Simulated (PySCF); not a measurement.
C4H5BFN, SMILES N#C[C@H]1CCB1F. The structure is a stationary point at PBE-D3(BJ)/def2-SVP. The structure was generated by enumeration; whether it is a known compound was not checked.

### Question
Give the equilibrium geometry at PBE-D3(BJ)/def2-SVP (PySCF confirms it by a frequency run) as Cartesian coordinates in Å. (An estimate is asked for; the answer gives what the named calculation found.)

### Answer

```xyz
12

N      2.7803     0.1205    -0.4173
C      1.6184     0.2482    -0.5185
C      0.1794     0.3662    -0.6106
C     -0.6841    -0.8677    -1.0909
C     -1.8259    -0.6297    -0.0463
B     -0.7682     0.2821     0.6804
F     -0.5802     0.6654     1.9319
H     -0.0939     1.2684    -1.2026
H     -0.1423    -1.8136    -0.8987
H     -0.9731    -0.8376    -2.1596
H     -2.6668    -0.0485    -0.4809
H     -2.2494    -1.5126     0.4707
```
